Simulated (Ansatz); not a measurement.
The first iterations of a band of CH6BClSi (10 atoms, charge 0, multiplicity 1).

Method: Ansatz, RKS PBE-D4/6-31G*.

```yaml
movable_images: 7
climbing_image: yes
spring: 5.0 eV/Å²
optimiser: quadratic models (default)
start_path: IDPP
force_threshold: 0.05 eV/Å
iteration_limit: 60
end_points: relaxed
```

Image 0:

```xyz
10
Properties=species:S:1:pos:R:3
C -1.408 0.727 -0.047
B -0.471 -0.508 -0.244
Si 1.491 -0.393 0.238
Cl 2.651 -1.979 -0.492
H -1.022 1.567 0.553
H -1.568 1.116 -1.079
H -2.418 0.449 0.306
H -0.931 -1.524 -0.707
H 1.637 -0.386 1.737
H 2.122 0.879 -0.262
```

Image 8:

```xyz
10
Properties=species:S:1:pos:R:3
C -1.321 0.785 -0.398
B -0.324 -0.411 -0.516
Si 1.306 -0.513 0.680
Cl 2.742 -1.906 0.051
H -1.064 1.431 -1.271
H -2.374 0.496 -0.563
H -1.244 1.423 0.498
H -0.522 -1.261 -1.351
H 0.879 -0.909 2.069
H 2.005 0.812 0.804
```

| iteration | highest image above the first end (eV) | largest band force component (eV/Å) |
| --- | --- | --- |
| 1 | 0.118 | 1.229 |
| 2 | 0.045 | 0.592 |

Problem. Does the band converge within its limit, and where does its top end?

Solution. It converged. It ended after 6 iterations with the highest image 0.031 eV above the first end. A vibrational analysis at the climbing image gives one clearly imaginary mode, 165i cm⁻¹: a first-order saddle point.

Time of the run: 62 s on 1 thread of Intel(R) Xeon(R) 6975P-C (Granite Rapids), with other jobs on the host, peak memory 0.14 GiB.
